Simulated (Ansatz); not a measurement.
Basis-set series for `[GaH2][NH]B1CS1`. Total charge 0; spin multiplicity 1. Geometry: relaxed with PBE0-D4/def2-TZVP. It is one conformer, not always the lowest.

```
functional       basis  functions  energy (Eh)  HOMO (eV)  LUMO (eV)
   PBE0-D4  def2-TZVPP        253  -2443.34007      -6.79      -1.53
   PBE0-D4  def2-QZVPP        480  -2443.40280      -6.81      -1.58
   ωB97M-V  def2-TZVPP        253  -2443.69277      -8.92       0.16
   ωB97M-V  def2-QZVPP        480  -2443.75293      -8.95      -0.03
```

(1) Give the rows for def2-SVP. (Best estimate.)

## Answers

(1) Ansatz gave: 
| functional | basis | functions | energy (Eh) | HOMO (eV) | LUMO (eV) |
| --- | --- | --- | --- | --- | --- |
| PBE0-D4 | def2-SVP | 117 | -2442.82304 | -6.69 | -1.48 |
| ωB97M-V | def2-SVP | 117 | -2443.17243 | -8.78 | 0.25 |

Positive LUMOs are unbound and depend on the basis. Scalar relativity is left out up to krypton.
